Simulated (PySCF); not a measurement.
Computed spin Hamiltonian

Compound: C₄H₇F₂O₂Si (doublet state).
Geometry (GFN2-xTB, Å), atoms numbered from 1 in this order:
```
atom  x, y, z in Å
O1     0.755    1.021   -2.156
C2     0.053    1.080   -1.194
C3    -0.258    0.253   -0.058
Si4   -1.845   -0.725   -0.619
C5    -0.492    1.066    1.204
F6     0.637    1.774    1.552
O7     0.601   -0.885    0.243
C8     1.956   -0.737    0.117
F9     2.374   -1.097   -1.140
H10   -2.093   -1.646    0.485
H11   -1.494   -1.402   -1.858
H12   -2.934    0.240   -0.785
H13   -1.289    1.799    1.056
H14   -0.717    0.409    2.048
H15    2.438   -1.436    0.812
H16    2.301    0.293    0.282
```

The hyperfine couplings belong to this conformer and change with its torsions.

The species is `O=[C][C@]([SiH3])(CF)OCF` [radical].

Computed with UKS B3LYP, pcH-1 on C F H O Si, non-relativistic, mean-field spin-orbit, GIAO (PySCF 2.14.0). One conformer (not necessarily the lowest) at the GFN2-xTB geometry, without solvent, vibrations or thermal averaging. Couplings are sensitive to structure, and on GFN2-xTB geometries they can be far from those on DFT ones. No stability test was run, so a lower SCF solution isn't excluded.

- g1, g2, g3: 1.99580, 2.00202, 2.00475
- g_iso: 2.00086
- Form of g: rhombic: the two nearest values differ by 30 % of g3 − g1
- ⟨S²⟩: 0.7531 (exact 0.7500)
- α and β electrons: 40, 39
- Total energy: -796.20695 Eh

Isotropic coupling and dipolar principal values T1 to T3, in mT; ρ(0) is the spin density at the nucleus (MHz turned into mT with g_iso):

```tsv
atom	isotope	a_iso	of which spin–orbit	T1	T2	T3	Mulliken spin population	ρ(0) (bohr⁻³)
O1	17O	-1.36	0.01	-4.19	2.02	2.17	0.28	0.0635
C2	13C	10.39	-0.01	-1.72	-1.71	3.42	0.61	0.2591
C3	13C	6.58	0.00	-0.40	-0.31	0.72	0.05	0.1640
Si4	29Si	0.13	0.00	-0.03	-0.01	0.04	0.00	-0.0042
C5	13C	0.09	0.00	-0.05	-0.02	0.06	0.00	0.0023
F6	19F	-0.04	0.00	-0.13	-0.02	0.15	0.00	-0.0003
O7	17O	-0.41	0.00	-0.91	0.45	0.46	0.06	0.0190
C8	13C	-0.07	0.00	-0.03	-0.01	0.04	0.00	-0.0017
F9	19F	0.54	0.00	-0.14	-0.08	0.23	0.00	0.0036
H10	1H	-0.02	0.00	-0.05	-0.04	0.08	0.00	-0.0001
H11	1H	0.01	0.00	-0.08	-0.07	0.15	0.00	0.0001
H12	1H	0.18	0.00	-0.09	-0.07	0.16	0.00	0.0011
H13	1H	0.08	0.00	-0.15	-0.10	0.24	0.00	0.0005
H14	1H	-0.03	0.00	-0.07	-0.05	0.12	0.00	-0.0002
H15	1H	0.21	0.00	-0.06	-0.03	0.09	0.00	0.0013
H16	1H	0.07	0.00	-0.10	-0.07	0.17	0.00	0.0004
```

Largest spin populations (Mulliken): C2 (+0.61) and O1 (+0.28).

Axes: g1 points within 11° of the O1–C2 bond.

Under fast tumbling the dipolar parts average out, and these isotropic splittings remain (the largest six): 1 × 19F (F9, I = 1/2, 2 lines) with 0.54 mT, 1 × 1H (H15, I = 1/2, 2 lines) with 0.21 mT, 1 × 1H (H13, I = 1/2, 2 lines) with 0.08 mT, 1 × 1H (H16, I = 1/2, 2 lines) with 0.07 mT, 3 × 1H (H10/H11/H12, I = 1/2, 4 lines) with 0.06 mT and 1 × 19F (F6, I = 1/2, 2 lines) with 0.04 mT.

Means are taken over nuclei equivalent by connectivity, which assumes that they swap fast. The three 1H nuclei of mean +1.7 MHz run from -0.4 to 5.1 MHz in the frozen geometry.

The 17O coupling of O1 (-38.1 MHz) shows only in satellite lines or after enrichment, since that isotope makes up about 0.038 % of natural oxygen.

The 13C coupling of C2 (290.9 MHz) shows only in satellite lines or after enrichment, since that isotope makes up about 1.07 % of natural carbon.
